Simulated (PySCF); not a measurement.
# Two-component Hartree-Fock for Hf (hafnium, neutral)

Start: [Xe] 4f14 5d1 6s2 7s1; 5d5/2 filled at m_j = +5/2; 7s1/2 filled at m_j = +1/2. Calculated with PySCF 2.14 in x2c-SVPall-2c with one added diffuse shell each of s, d type (8s9p10d2f, 99 functions): generalised Hartree-Fock with the X2C-1e Hamiltonian and a Gaussian nucleus; one run each with spin-orbit coupling (SO) switched off, then screened by Boettger's factors. This is a chosen level, not necessarily the ground level.

```csv
spinor shell,electrons,"ε, spin-free (eV)","ε, screened SO (eV)",weight of nominal j (screened SO),"rms radius, screened SO (bohr)"
1s1/2,2,-65688.0,-65669.9,1.000,0.0215
2s1/2,2,-11371.5,-11365.9,1.000,0.0869
2p1/2,2,-9986.8,-10836.2,1.000,0.0740
2p3/2,4,-9986.8,-9638.1,1.000,0.0812
3s1/2,2,-2650.9,-2649.1,1.000,0.222
3p1/2,2,-2229.8,-2414.2,1.000,0.214
3p3/2,4,-2229.8,-2152.8,1.000,0.228
3d3/2,4,-1726.3,-1759.3,1.000,0.202
3d5/2,6,-1726.3,-1702.8,1.000,0.206
4s1/2,2,-564.79,-564.31,1.000,0.498
4p1/2,2,-424.02,-466.56,1.000,0.508
4p3/2,4,-424.02,-406.27,1.000,0.541
4d3/2,4,-238.59,-245.18,1.000,0.571
4d5/2,6,-238.59,-233.87,1.000,0.583
5s1/2,2,-80.443,-80.423,1.000,1.23
5p1/2,2,-43.818,-49.249,0.988,1.42
5p3/2,4,-43.818,-41.545,0.994,1.47
4f5/2,6,-31.261,-32.075,0.997,0.745
4f7/2,8,-31.261,-30.392,0.998,0.751
7s1/2,1,-7.271,-7.394,0.001,2.58
6s1/2,2,-6.528,-6.543,0.998,3.96
5d5/2,1,-7.220,-6.915,1.000,2.67
```

```json
{"quantity": "E (hartree)", "spin-free": "-15066.23588", "screened SO": "-15081.97969"}
{"quantity": "M_J", "spin-free": "3", "screened SO": "3"}
{"quantity": "⟨J²⟩", "spin-free": "18.028", "screened SO": "16.521"}
{"quantity": "⟨L²⟩", "spin-free": "12.015", "screened SO": "12.482"}
{"quantity": "⟨S²⟩", "spin-free": "2.013", "screened SO": "2.013"}
```

The determinant has a definite M_J but mixes levels of different J.

Each row is a mean over spinors that exchange with the open shell spreads, by up to 3.185 eV (5p3/2).

Rows whose weight is well below 1 are mixtures of j = l ± 1/2: exchange outweighs spin-orbit coupling there, and the label is only the starting occupation.

Breit and QED terms are absent; they matter most for the inner s and p1/2 levels.

Densities and radii are taken from the X2C orbitals without a picture-change correction, which distorts them close to the nucleus.

Without spin-orbit coupling the j labels of p, d and f shells carry no meaning; the spin-free column gives the mean over the occupied spinors of each nl shell, and its ⟨J²⟩ belongs to a mixture of degenerate components.
